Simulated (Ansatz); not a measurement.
Mulliken charges of ClFH2NNbO, SMILES `[NH2][Nb](=[O])([F])[Cl]` from ωB97M-V/def2-TZVPP in Ansatz (PBE0-D4/def2-TZVP geometry).

| atom | x (Å) | y (Å) | z (Å) | charge (e) |
| --- | --- | --- | --- | --- |
| N1 | -0.681 | 0.812 | 0.559 | -0.503 |
| Nb2 | 0.437 | -0.554 | -0.256 | 1.381 |
| O3 | 1.870 | -0.483 | 0.626 | -0.483 |
| F4 | -0.360 | -2.240 | -0.090 | -0.394 |
| Cl5 | 0.820 | -0.038 | -2.471 | -0.304 |
| H6 | -1.626 | 1.023 | 0.266 | 0.141 |
| H7 | -0.399 | 1.412 | 1.320 | 0.161 |

Problem. By hand: the dipole of these point charges (1 e Å = 4.8032 D).

Solution. Σ q r = (-0.358, 0.325, 0.100) e Å, of length 0.494 e Å = 2.37 D.

Problem. How does the dipole of the full density compare? (Best estimate.)

Solution. The calculation gave: (-0.550, 0.421, 0.187) e Å, 3.45 D; the point charges give 0.69 times that, at 6° from its direction.

Point charges leave out the atoms' own dipoles, such as those of lone pairs, and Mulliken's split depends on the basis, so the two needn't agree.
